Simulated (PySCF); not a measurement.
Cost of excited-state runs on SMILES BNB(Cl)CC(=C)C, C4H10B2ClN

Molfile (atoms numbered from 1):
```
C4H10B2ClN
     RDKit          3D

 18 17  0  0  0  0  0  0  0  0999 V2000
    2.9291   -0.4152    0.3883 B   0  0  0  0  0  0  0  0  0  0  0  0
    1.6378   -0.0327   -0.0307 N   0  0  0  0  0  0  0  0  0  0  0  0
    1.0508    0.0136   -1.3215 B   0  0  0  0  0  0  0  0  0  0  0  0
    1.9645   -0.4290   -2.7071 Cl  0  0  0  0  0  0  0  0  0  0  0  0
   -0.4586    0.5130   -1.4998 C   0  0  0  0  0  0  0  0  0  0  0  0
   -1.2897    0.3162   -0.2623 C   0  0  0  0  0  0  0  0  0  0  0  0
   -1.4807    1.2770    0.6293 C   0  0  0  0  0  0  0  0  0  0  0  0
   -1.8364   -1.0673   -0.0824 C   0  0  0  0  0  0  0  0  0  0  0  0
    3.7084   -0.7800   -0.4011 H   0  0  0  0  0  0  0  0  0  0  0  0
    3.1856   -0.3601    1.5288 H   0  0  0  0  0  0  0  0  0  0  0  0
    1.0044    0.2650    0.7031 H   0  0  0  0  0  0  0  0  0  0  0  0
   -0.4318    1.5771   -1.7521 H   0  0  0  0  0  0  0  0  0  0  0  0
   -0.9350    0.0095   -2.3434 H   0  0  0  0  0  0  0  0  0  0  0  0
   -1.0860    2.2697    0.4910 H   0  0  0  0  0  0  0  0  0  0  0  0
   -2.0530    1.1149    1.5270 H   0  0  0  0  0  0  0  0  0  0  0  0
   -2.3464   -1.1701    0.8718 H   0  0  0  0  0  0  0  0  0  0  0  0
   -2.5424   -1.2977   -0.8796 H   0  0  0  0  0  0  0  0  0  0  0  0
   -1.0293   -1.7976   -0.1357 H   0  0  0  0  0  0  0  0  0  0  0  0
  1  2  1  0
  2  3  1  0
  3  4  1  0
  3  5  1  0
  5  6  1  0
  6  7  2  0
  6  8  1  0
  1  9  1  0
  1 10  1  0
  2 11  1  0
  5 12  1  0
  5 13  1  0
  7 14  1  0
  7 15  1  0
  8 16  1  0
  8 17  1  0
  8 18  1  0
M  END
```

PySCF with density fitting, on 1 thread of an Arm Neoverse N1, shared host. Command: `OMP_NUM_THREADS=1 python excited_run.py task.json out`

How long does each of these runs take, and how much memory?
- magnetisability and related constants, HF/pcSseg-1; isotopologues; writes grids
- magnetisability and related constants, KT2/6-31G*; usual settings


| run | level | basis functions | wall time | peak memory (GiB) |
| --- | --- | --- | --- | --- |
| magnetisability and related constants | HF/pcSseg-1 | 193 | 41 s | 0.84 |
| magnetisability and related constants | KT2/6-31G* | 136 | 51 s | 0.57 |

Times from a shared host are rough.
